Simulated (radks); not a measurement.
The mean radii <r> (bohr) of the occupied orbitals of an atom or ion are listed with their occupations. Method: Dirac Kohn-Sham, LDA (Slater exchange, Perdew-Wang correlation), spin-unpolarised, spherical densities, point nucleus; computed with a radial shooting solver on a logarithmic mesh with Libxc functionals.

| orbital | occ. | <r> |
|---|---|---|
| 1s1/2 | 1 | 0.02293 |

Name the element and its charge. Open shells, if any, fill j = l - 1/2 first.

Answer. Z = 61, promethium, charge +60: Pm60+ in 1s1. The 1s radius gives Z: for a bare nucleus <r> = (2 gamma + 1)/(2Z) with gamma = sqrt(1 - (Z/c)^2), 0.02288 bohr for Z = 61, and the self-interaction of the functional makes it slightly larger (0.02293 here). The occupations add up to 1, and the charge is Z minus that.
